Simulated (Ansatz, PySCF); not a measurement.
The PySCF input:
```python
from pyscf import gto, scf, dft

mol = gto.M(
    atom='''
F     2.288008   -0.251312   -0.037840
B     1.014821   -0.125523    0.086145
B    -0.536573    0.058266    0.013782
F    -1.153281    1.246682    0.141706
F    -1.400421   -0.958005   -0.159381
''',
    basis='cc-pvdz',
    charge=0,
    spin=1,
    verbose=4,
)

mf = dft.UKS(mol)
mf.xc = 'b3lyp'
mf.grids.atom_grid = (99, 590)
mf.grids.prune = None
mf.kernel()
```

Task: Write the same job for Ansatz (a quantum-chemistry and plane-wave program).

Result: This is not unique; one that fits is 
Ansatz 0.2 input:
```yaml
crystal:
  periodic: [false, false, false]
  atoms:
    - {symbol: F, position_ang: [2.28800819, -0.25131237, -0.03783998]}
    - {symbol: B, position_ang: [1.01482057, -0.12552342, 0.08614484]}
    - {symbol: B, position_ang: [-0.53657336, 0.05826643, 0.01378160]}
    - {symbol: F, position_ang: [-1.15328058, 1.24668203, 0.14170634]}
    - {symbol: F, position_ang: [-1.40042050, -0.95800468, -0.15938105]}
basis:
  gaussian:
    orbitals: cc-pVDZ
hamiltonian:
  xc: b3lyp
magnetization: {spin_polarized: true, initial_magnetization: 1}
accuracy: high
```

Both were run: PySCF gave -349.325635 Eh and Ansatz -349.325635 Eh, 0.000 mEh apart.
